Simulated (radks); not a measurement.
Spherical quantum dot in the effective-mass picture: electrons in a hard-walled sphere of radius 1.79, with a point charge +1 (a donor) at the centre, all in effective atomic units (hartree* = m*/eps^2 hartree, bohr* = eps/m* bohr), one dielectric constant everywhere. Calculated with a radial shooting solver with Libxc functionals: non-relativistic Kohn-Sham, LDA (Slater exchange, Perdew-Wang correlation), spin-polarised, spherical densities. Levels are named by radial order and angular momentum (1s, 1p, 1d, 2s, ...), and open shells are averaged over m.

N = 7, configuration 1s2 1p(up 3, down 2). This is the lowest configuration that the search found. Occupied and some empty levels:

level,occupation,eigenvalue (hartree*),<r> (bohr*)
1s up,1,5.6480,0.9044
1s down,1,5.7057,0.9031
1p up,3,7.2144,1.090
1p down,2,7.2763,1.090
1d up,0,9.1294,1.182
1d down,0,9.1903,1.183
2s up,0,9.8082,0.8604
2s down,0,9.8512,0.8610
1f up,0,11.467,1.245
1f down,0,11.526,1.246

Energy (hartree*): total 27.8159, kinetic 18.999, external -7.7842, Hartree 21.157, exchange-correlation -4.5563.

Electron density:

r (bohr*),n(r) (e/bohr*^3)
0.0880,0.8629
0.177,0.7733
0.267,0.7269
0.356,0.7110
0.446,0.7143
0.535,0.7269
0.625,0.7399
0.714,0.7456
0.804,0.7374
0.893,0.7106
0.983,0.6622
1.07,0.5926
1.16,0.5036
1.25,0.4029
1.34,0.2968
1.43,0.1974
1.52,0.1118
1.61,0.04918
1.70,0.01182
1.79,0.00002832
